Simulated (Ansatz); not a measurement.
Consider the formal exchange of groups at the Si–O bond: `[NH2][Sc]([O][SiH3])[O][SiH3]` + `[SH][GaH2]` → `[SiH3][GaH][SH]` + `[NH2][Sc]([OH])[O][SiH3]`.

Computed with Ansatz on PBE0-D4/def2-TZVP structures; ΔE is electronic, products minus reactants. CCSD(T)/CBS adds triple-zeta CCSD(T) − MP2 to the extrapolated MP2 energy (def2 sets, frozen cores). Functionals use def2-TZVPP. HSE06 is defined as in plane-wave codes. For Ga, Sc outer-core shells are correlated without core-valence functions, which leaves a few kJ/mol of doubt a bond. Scalar relativity is left out up to krypton. Each species was taken in one conformer, which may not be the lowest.

Question: Is it downhill or uphill in electronic energy at CCSD(T)/CBS, and by how much? (Estimate.)

Answer: Ansatz gave: Uphill: ΔE = +88.9 kJ/mol.

Question: What do these levels give: BLYP-D4, HSE06-D4, HSE06, CAM-B3LYP, CCSD/def2-SVP, HF/def2-QZVPP? (Best estimate.)

Answer: Computed: BLYP-D4 80.8, HSE06-D4 73.8, HSE06 74.5, CAM-B3LYP 94.9, CCSD/def2-SVP 95.4, HF/def2-QZVPP 121.2 kJ/mol.

Largest T1 diagnostic among the species: 0.015.

From PBE to PBE0 (25 % exact exchange), in def2-TZVPP and without D4, ΔE moves by +8.7 kJ/mol. In def2-TZVPP, CCSD(T) changes the Hartree–Fock value by −27.8 kJ/mol (the triples alone add −3.3 kJ/mol) and MP2 by −23.2 kJ/mol.
